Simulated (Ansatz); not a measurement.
Cl3In, SMILES `[Cl][In]([Cl])[Cl]` with one electron removed (charge 1, multiplicity 2), frozen-core CCSD(T)/def2-TZVPP // PBE0-D4/def2-TZVP run with Ansatz (an electronic-structure program). The calculation was stopped at its time limit.

Ansatz 0.2 input:
```yaml
crystal:
  periodic: [false, false, false]
  atoms:
    - { symbol: Cl, position_ang: [2.15861, -0.768021, 0.119265] }
    - { symbol: In, position_ang: [0.000393, -0.001619, 0.003186] }
    - { symbol: Cl, position_ang: [-1.741535, -1.490352, -0.088845] }
    - { symbol: Cl, position_ang: [-0.414899, 2.253532, -0.021673] }
basis:
  gaussian: { orbitals: def2-TZVPP }
correlation:
  method: ccsd_t
total_charge: 1
magnetization:
  spin_polarized: true
  initial_magnetization: 1
```

The last lines of the output:

```
determinant -42651.87358153 eV, -1567.4274436431 hartree, with singles and doubles -42675.50454423 eV, -1568.2958655047 hartree
determinant -42654.32492128 eV, -1567.5175287171 hartree, with singles and doubles -42677.04504315 eV, -1568.3524777957 hartree
determinant -42654.32444541 eV, -1567.5175112293 hartree, with singles and doubles -42677.04461599 eV, -1568.3524620977 hartree
determinant -42654.32436925 eV, -1567.5175084304 hartree, with singles and doubles -42677.04453767 eV, -1568.3524592197 hartree
determinant -42654.17099980 eV, -1567.5118722071 hartree, with singles and doubles -42676.87020293 eV, -1568.3460525362 hartree
determinant -42653.75183831 eV, -1567.4964683065 hartree, with singles and doubles -42676.91945775 eV, -1568.3478626172 hartree
determinant -42654.32492128 eV, -1567.5175287171 hartree, with singles and doubles -42677.06143400 eV, -1568.3530801484 hartree
determinant -42654.32444541 eV, -1567.5175112293 hartree, with singles and doubles -42677.06102358 eV, -1568.3530650656 hartree
determinant -42654.32436925 eV, -1567.5175084304 hartree, with singles and doubles -42677.06094519 eV, -1568.3530621850 hartree
determinant -42654.17099980 eV, -1567.5118722071 hartree, with singles and doubles -42676.88607538 eV, -1568.3466358377 hartree
determinant -42653.75183831 eV, -1567.4964683065 hartree, with singles and doubles -42676.92919353 eV, -1568.3482204008 hartree
determinant -42653.75160139 eV, -1567.4964596000 hartree, with singles and doubles -42676.92896828 eV, -1568.3482121229 hartree
determinant -42653.75105909 eV, -1567.4964396706 hartree, with singles and doubles -42676.92847138 eV, -1568.3481938621 hartree
determinant -42653.42066995 eV, -1567.4842980938 hartree, with singles and doubles -42676.76097960 eV, -1568.3420386529 hartree
determinant -42653.42033668 eV, -1567.4842858462 hartree, with singles and doubles -42676.76070651 eV, -1568.3420286168 hartree
determinant -42653.31059660 eV, -1567.4802529727 hartree, with singles and doubles -42676.81554125 eV, -1568.3440437565 hartree
determinant -42653.31055862 eV, -1567.4802515770 hartree, with singles and doubles -42676.81544490 eV, -1568.3440402155 hartree
determinant -42653.28991549 eV, -1567.4794929561 hartree, with singles and doubles -42676.81491065 eV, -1568.3440205822 hartree
determinant -42653.12246998 eV, -1567.4733394470 hartree, with singles and doubles -42676.75317448 eV, -1568.3417518198 hartree
```
